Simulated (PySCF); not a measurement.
Mean harmonic wavenumber (cm⁻¹) of eight silicon and germanium compounds: PBE-D3(BJ) beside PBE0-D3(BJ), computed with PySCF for isolated molecules in the bases named; differences from unrounded values. The eight are the first of their class met in an unordered collection, after screening for sound electronic states; none was chosen by its value. Each level has its own optimised geometry.

| molecule | basis | PBE0-D3(BJ) | PBE-D3(BJ) | difference |
|---|---|---|---|---|
| N-methyl-N-silylethenamine (C3H9NSi), SMILES N(C=C)(C)[SiH3] | def2-SVP | 1371 | 1325 | -46 |
| Si(H)2(Me)(OMe) (C2H8OSi), SMILES CO[SiH2]C | def2-SVP | 1406 | ? | ? |
| BrH₅N₂OSi, SMILES N[Si](N)(O)Br | def2-SVP | 1259 | 1219 | -41 |
| C2H7NOSi2, SMILES [SiH3]C1=NC[SiH2]O1 | def2-SVP | 1134 | 1091 | -43 |
| C2H5ClSi2, SMILES C#C[Si@@H]([SiH3])Cl | def2-SVP | 1004 | 969 | -35 |
| C2H5FOSi, SMILES C=C[SiH](F)O | def2-SVP | 1264 | 1221 | -43 |
| C3H7NSi, SMILES CC1=NC[SiH2]1 | def2-SVP | 1346 | ? | ? |
| CH6ClFSi2, SMILES F[SiH2]C[SiH2]Cl | def2-SVP | 1082 | ? | ? |

Task: Fill in the missing entries. (Estimate from the structure and the level; the computed values follow.)

Result: 
- CH6ClFSi2, SMILES F[SiH2]C[SiH2]Cl, PBE-D3(BJ): 1046
- CH6ClFSi2, SMILES F[SiH2]C[SiH2]Cl, difference: -35
- Si(H)2(Me)(OMe) (C2H8OSi), SMILES CO[SiH2]C, PBE-D3(BJ): 1360
- Si(H)2(Me)(OMe) (C2H8OSi), SMILES CO[SiH2]C, difference: -46
- C3H7NSi, SMILES CC1=NC[SiH2]1, PBE-D3(BJ): 1297
- C3H7NSi, SMILES CC1=NC[SiH2]1, difference: -49

PBE-D3(BJ) lies below PBE0-D3(BJ) in 8 and above it in 0 of the eight; the mean signed difference is -42 and the largest -49 cm⁻¹.
